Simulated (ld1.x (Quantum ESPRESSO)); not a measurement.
# fluorine: excitation energies, all-electron against TM

fluorine, norm-conserving Troullier–Martins (Kleinman–Bylander form), made with ld1.x (Quantum ESPRESSO) 7.5 (PBEsol, non-relativistic). Core [He], reference 2s2 2p5. Waves: 2s (bound): rc 0.70 bohr; 2p (bound): rc 1.80 bohr; 3d channel at 0.15 Ry: rc 1.80 bohr. Local part: the d channel. Core correction: Bessel-smoothed model core inside 0.70 bohr.

Energies are relative to the spin-unpolarised reference configuration 2s2 2p5; without spin polarisation the order of configurations can differ from experiment.

(1) Give the all-electron excitation energy and the error of the potential for: 2s2 2p4; 2s2 2p3; 2s2 2p2; 2s1 2p5; 2s2 2p1; 2s2 2p5.3; 2s2 2p4.5.

Levels in the configuration 2s2 2p4:

```tsv
level	all-electron (eV)	pseudo (eV)
2s	-47.096	-47.125
2p	-28.230	-28.038
```

## Answers

(1)

```csv
valence configuration,charge,ΔE all-electron (eV),error AE − PS (meV)
2s2 2p4,+1,19.328,+67
2s2 2p3,+2,57.616,+545
2s2 2p2,+3,118.110,+2068
2s1 2p5,+1,38.220,-141
2s2 2p1,+4,203.699,+5534
2s2 2p5.3,-0.3,-2.656,+1.3
2s2 2p4.5,+0.5,7.516,+11
```
